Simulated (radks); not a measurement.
Values are calculated unless marked as measured or tabulated.
Question: Xe, configuration [Kr] 4d10 5s2 5p5 7d1 (not the ground configuration). Code: a radial shooting solver on a logarithmic mesh with Libxc functionals. Model: Dirac Kohn-Sham, LDA (Slater exchange, Perdew-Wang correlation), spin-unpolarised, spherical densities, finite nucleus; open shells fill j = l - 1/2 first; Fermi nuclear charge, rms radius 4.7859 fm. Some entries of the table are withheld. Estimate them.

| orbital | occ. | eigenvalue (hartree) | <r> (bohr) | <r^2> (bohr^2) |
|---|---|---|---|---|
| 1s1/2 | 2 | -1261.065 | 0.02668 | 0.0009653 |
| 2s1/2 | 2 | -196.5008 | 0.1143 | 0.01546 |
| 2p1/2 | 2 | -184.7344 | 0.09624 | 0.01140 |
| 2p3/2 | 4 | -172.8206 | 0.1020 | 0.01268 |
| 3s1/2 | 2 | -40.42772 | 0.3066 | 0.1075 |
| 3p1/2 | 2 | -35.52571 | 0.2965 | 0.1022 |
| 3p3/2 | 4 | -33.26385 | 0.3082 | 0.1102 |
| 3d3/2 | 4 | -24.60122 | 0.2789 | 0.09208 |
| 3d5/2 | 6 | -24.12263 | 0.2826 | 0.09439 |
| 4s1/2 | 2 | -7.54533 | 0.7169 | (1) |
| 4p1/2 | 2 | -5.80842 | (2) | 0.6342 |
| 4p3/2 | 4 | -5.35304 | (3) | 0.6830 |
| 4d3/2 | 4 | -2.53904 | 0.8707 | 0.8856 |
| 4d5/2 | 6 | -2.46558 | 0.8817 | 0.9082 |
| 5s1/2 | 2 | -1.02281 | 1.821 | 3.742 |
| 5p1/2 | 2 | (4) | 2.123 | 5.138 |
| 5p3/2 | 3 | (5) | 2.220 | 5.617 |
| 7d3/2 | 1 | -0.01802 | 24.81 | 684.8 |
| 7d5/2 | 0 | -0.01791 | 24.74 | 683.3 |

Answer: 
(1) 4s1/2 <r^2> (bohr^2): 0.5810
(2) 4p1/2 <r> (bohr): 0.7458
(3) 4p3/2 <r> (bohr): 0.7742
(4) 5p1/2 eigenvalue (hartree): -0.61391
(5) 5p3/2 eigenvalue (hartree): -0.56187
